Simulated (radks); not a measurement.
Values are calculated unless marked as measured or tabulated.
Q: The mean radii <r> (bohr) of the occupied orbitals of an atom or ion are listed with their occupations. Code: a radial shooting solver on a logarithmic mesh with Libxc functionals. Model: scalar-relativistic Kohn-Sham, BLYP, spin-polarised, spherical densities, point nucleus.

| orbital | occ. | <r> |
|---|---|---|
| 1s up | 1 | 0.01578 |
| 1s down | 1 | 0.01578 |
| 2s up | 1 | 0.06646 |
| 2s down | 1 | 0.06646 |
| 2p up | 3 | 0.06054 |
| 2p down | 3 | 0.06054 |
| 3s up | 1 | 0.1716 |
| 3s down | 1 | 0.1716 |
| 3p up | 3 | 0.1737 |
| 3p down | 3 | 0.1737 |
| 3d up | 5 | 0.1575 |
| 3d down | 5 | 0.1575 |
| 4s up | 1 | 0.3770 |
| 4s down | 1 | 0.3770 |
| 4p up | 3 | 0.4026 |
| 4p down | 3 | 0.4026 |
| 4d up | 5 | 0.4225 |
| 4d down | 5 | 0.4225 |
| 5s up | 1 | 0.8303 |
| 5s down | 1 | 0.8300 |
| 4f up | 7 | 0.4410 |
| 4f down | 7 | 0.4410 |
| 5p up | 3 | 0.9474 |
| 5p down | 3 | 0.9459 |
| 5d up | 5 | 1.221 |
| 5d down | 5 | 1.212 |
| 6s up | 1 | 2.012 |
| 6p up | 1 | 2.476 |
| 7p up | 1 | 5.435 |

Name the element and its charge. Open shells, if any, are filled with parallel spins first.

A: Z = 83, bismuth, charge +2: Bi2+ in [Xe] 4f14 5d10 6s1 6p1 7p1. The 1s radius gives Z: for a bare nucleus <r> = (2 gamma + 1)/(2Z) with gamma = sqrt(1 - (Z/c)^2), 0.01561 bohr for Z = 83, and screening makes it slightly larger (0.01578 here). The occupations add up to 81, and the charge is Z minus that.
